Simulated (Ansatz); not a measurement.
Cartesian coordinates in Å:
```
C -0.960 0.734 -1.735
N -1.149 0.160 -0.632
Si 0.084 -0.602 0.323
N 0.245 0.047 1.895
O 1.504 -0.422 -0.492
H 0.022 0.814 -2.224
H -1.801 1.192 -2.270
H -0.314 -2.019 0.493
H -0.350 -0.306 2.628
H 0.417 1.033 2.021
H 2.303 -0.630 -0.006
```

The species carries charge 0 and has multiplicity 1.

Task: List the PBE/def2-TZVPP orbital energies in eV (Ansatz). (Estimate.)

Result: Ansatz gave: Occupied: -1779.95, -510.09, -379.97, -379.95, -270.15, -137.55, -94.32, -94.28, -94.27, -24.89, -22.16, -21.04, -15.14, -13.47, -12.21, -11.74, -11.29, -10.35, -9.37, -8.46, -8.08, -7.32, -6.30, -5.54. Lowest empty: -1.85, 0.09, 0.46, 1.53, 1.73, 1.84, 2.05, 2.62.
